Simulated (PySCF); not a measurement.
Species: C$_{4}$H$_{5}$NOS, net charge 0, singlet state. 
Structure (B3LYP-D3(BJ)/def2-TZVP (Ansatz) minimum search):
SMILES: COc1cscn1
```xyz
12

C      2.7162    -0.5555     0.4474
O      1.8589     0.2382    -0.3760
C      0.5357     0.1231    -0.1684
C     -0.3923     0.8282    -0.8897
S     -1.9637     0.4145    -0.3376
C     -1.2655    -0.6610     0.8062
N      0.0364    -0.7146     0.7860
H      2.5150    -1.6186     0.3099
H      3.7266    -0.3183     0.1241
H      2.5875    -0.3048     1.5009
H     -0.2218     1.5362    -1.6810
H     -1.8784    -1.2391     1.4812
```
Charge 0, spin multiplicity 1.

Dispersion corrections to the total energy (kcal/mol) from the dftd3 and dftd4 libraries through PySCF: D3(BJ) without and D4 with the three-body term, each with the damping fitted for the functional named.

```
functional  D3(BJ)      D4
----------  ------  ------
B2PLYP       -5.71   -5.22
HF          -57.85  -27.95
B3LYP       -12.31  -12.00
BLYP        -15.07     [?]
LC-wPBE        [?]   -8.28
TPSSh          [?]   -9.18
TPSS         -8.89  -10.11
```

Q: What belongs in the gaps?

A: 
- BLYP, D4: -16.70
- LC-wPBE, D3(BJ): -6.64
- TPSSh, D3(BJ): -8.16
